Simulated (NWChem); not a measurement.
System: C5H2F2; SMILES C#CC(F)(F)C#C

NWChem input:

```
start job
memory heap 200 mb stack 900 mb global 1100 mb
geometry units angstroms noautoz
  C      2.211399     0.000000    -1.158658
  C      1.217815     0.000000    -0.471768
  C      0.000000     0.000000     0.353813
  F      0.000000    -1.086886     1.161437
  F      0.000000     1.086886     1.161437
  C     -1.217815     0.000000    -0.471768
  C     -2.211399     0.000000    -1.158658
  H      3.097626     0.000000    -1.767905
  H     -3.097626     0.000000    -1.767905
end
basis spherical
  * library 6-31g*
end
dft
  xc b3lyp
  iterations 150
  mulliken
end
task dft energy
```

All runs use the structure optimised with PBE0/def2-SVP. B3LYP is NWChem's, with the RPA form of VWN correlation.

Predict the main results of this run. (B3LYP/6-31G* (spherical d).) Quantities: energy (Ha); highest occupied level (eV); orbital gap (eV); dipole (D).


```
Quantity                      Result
---------------------------  -------
energy (Ha)                  -391.23
highest occupied level (eV)    -7.86
orbital gap (eV)                7.46
dipole (D)                      2.26
```
